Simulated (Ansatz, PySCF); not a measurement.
Species: sum formula BNH$_{5}$, charge 0, multiplicity 2. It need not be the lowest isomer of its formula. SMILES: [BH2-][NH3+]
Coordinates optimised at B3LYP-D3(BJ)/def2-TZVP (Ansatz, an electronic-structure program):
```
N
H 1 1.0160
H 1 1.0160 2 107.50
H 1 1.0259 2 107.16 3 114.90
B 1 1.6174 2 110.12 3 -119.97
H 5 1.1945 1 110.53 2 -50.11
H 5 1.1945 6 124.23 1 135.06
```
Charge 0, spin multiplicity 2.

Wanted: atomisation energy (electronic, to ground-state atoms), in kJ/mol. Cores are frozen in the correlated levels unless marked. UHF or UKS for open shells. No spin-orbit coupling. No relativistic terms. The coupled-cluster limit lacks core correlation, which all-electron functionals hold. CBS(X,Y): correlation extrapolated as X^-3; Hartree-Fock from the larger set. [CCSD(T)-MP2]/basis is that difference in the basis named.

```json
[
 {"level": "HF/6-31G*", "program": "Ansatz", "atomisation energy (kJ/mol)": "1505.1", "minus last row": "-600.8"},
 {"level": "HF/def2-TZVPPD", "program": "Ansatz", "atomisation energy (kJ/mol)": "1538.1", "minus last row": "-567.8"},
 {"level": "BLYP/def2-TZVPD", "program": "Ansatz", "atomisation energy (kJ/mol)": "2109.5", "minus last row": "3.6"},
 {"level": "revPBE/def2-TZVPD", "program": "Ansatz", "atomisation energy (kJ/mol)": "2077.2", "minus last row": "-28.7"},
 {"level": "PBE0-D3(BJ)/def2-TZVP", "program": "Ansatz + dftd3", "atomisation energy (kJ/mol)": "2114.4", "minus last row": "8.5"},
 {"level": "PBE0/def2-QZVPP", "program": "Ansatz", "atomisation energy (kJ/mol)": "2116.6", "minus last row": "10.7"},
 {"level": "BHLYP-D4/def2-TZVPD", "program": "Ansatz + dftd4", "atomisation energy (kJ/mol)": "2075.8", "minus last row": "-30.1"},
 {"level": "TPSSh-D3(BJ)/def2-TZVPD", "program": "PySCF + dftd3", "atomisation energy (kJ/mol)": "2145.3", "minus last row": "39.4"},
 {"level": "r2SCAN0/def2-TZVPD", "program": "Ansatz", "atomisation energy (kJ/mol)": "2097.3", "minus last row": "-8.6"},
 {"level": "MN15-D3(BJ)/def2-TZVPD", "program": "PySCF + dftd3", "atomisation energy (kJ/mol)": "2125.7", "minus last row": "19.8"},
 {"level": "MN15/def2-TZVPD", "program": "PySCF", "atomisation energy (kJ/mol)": "2125.7", "minus last row": "19.8"},
 {"level": "MP2/6-31G*", "program": "Ansatz", "atomisation energy (kJ/mol)": "1859.1", "minus last row": "-246.8"},
 {"level": "CCSD/aug-cc-pVTZ", "program": "Ansatz", "atomisation energy (kJ/mol)": "2039.9", "minus last row": "-66.0"},
 {"level": "CCSD(T)/def2-SVP", "program": "Ansatz", "atomisation energy (kJ/mol)": "1991.2", "minus last row": "-114.7"},
 {"level": "RI-MP2/CBS(aug-cc-pVTZ,aug-cc-pVQZ)+[CCSD(T)-MP2]/aug-cc-pVTZ", "program": "Ansatz", "atomisation energy (kJ/mol)": "2105.9", "minus last row": "0.0"}
]
```
